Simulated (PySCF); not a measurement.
1-methyl-3-methylideneazetidine (C₅H₉N), SMILES C=C1CN(C)C1.

Geometry optimised at B3LYP-D3(BJ)/def2-SVP.

Two levels are set side by side: TDA-PBE/def2-SVPD (PySCF) and TDA-LC-ωPBE/def2-SVPD (PySCF). Vertical, same geometry. The lowest singlet is HOMO→LUMO 97 % with PBE and HOMO→LUMO 84 %, HOMO→LUMO+1 13 % with the other functional; states are paired by order. Differences are taken from unrounded values.

```tsv
quantity	TDA-PBE
lowest singlet excitation (eV)	4.20
lowest triplet excitation (TDA) (eV)	3.85
first bright state (f over 0.05) (eV)	6.94
its oscillator strength	0.07
```

These are the TDA-PBE values. What does TDA-LC-ωPBE give? (The exact figures need the calculation; the answer reports its results.)


| quantity | TDA-LC-ωPBE | TDA-PBE minus TDA-LC-ωPBE |
|---|---|---|
| lowest singlet excitation (eV) | 6.40 | -2.20 |
| lowest triplet excitation (TDA) (eV) | 4.11 | -0.26 |
| first bright state (f over 0.05) (eV) | 7.95 | -1.01 |
| its oscillator strength | 0.61 | -0.55 |

Functionals without exact exchange tend to place singlet excitations lower, as here. Differences between two approximate levels are no errors against the true value.

Rough cost on one machine, each run with all the roots and properties that it gave: TDA-LC-ωPBE against TDA-PBE about 3 times.
